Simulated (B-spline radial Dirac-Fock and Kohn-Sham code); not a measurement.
**Elastic and transport cross sections of nickel for electrons**

The computed values come from a radial B-spline solver: relativistic (Dirac) partial waves in the static field of the Dirac-Fock atom with Furness-McCarthy exchange, without polarisation or absorption potentials. σ_tr1 and σ_tr2 weight the cross section with 1 − P₁ and 1 − P₂ of cos θ; "backward" is the share scattered beyond 90°.

```
energy (eV)  σ (a₀²)  σ_tr1 (a₀²)  σ_tr2 (a₀²)  σ/σ_tr1  backward (%)
        300     10.6         4.38         3.24     2.43            19
        461     8.59         2.88         2.36     2.98            14
        474     8.47         2.79         2.32     3.03            14
        489     8.33         2.70         2.27     3.08            14
        500     8.24         2.64         2.24     3.13            13
        566     7.72         2.29         2.06     3.37            12
        581     7.61         2.22         2.02     3.42            12
        654     7.15         1.93         1.87     3.70            11
        839     6.26         1.42         1.55     4.40           9.1
       1000        ?            ?            ?        ?             ?
       1180     5.20        0.910         1.16     5.72           6.6
       1400     4.73        0.720        0.986     6.57           5.5
       1500     4.55        0.654        0.920     6.95           5.1
       1870     4.01        0.479        0.728     8.37           4.0
       2000     3.86        0.435        0.675     8.86           3.7
       2310     3.54        0.353        0.572     10.0           3.1
       2620     3.28        0.293        0.493     11.2           2.6
       2660     3.25        0.287        0.484     11.4           2.6
       2780     3.17        0.268        0.458     11.8           2.4
```

Q: Fill in the row for 1 keV.

A: σ = 5.69 a₀², σ_tr1 = 1.13 a₀², σ_tr2 = 1.35 a₀², σ/σ_tr1 = 5.02, backward 7.8 %. The ratio σ/σ_tr1 is roughly the number of elastic collisions that randomise the direction.
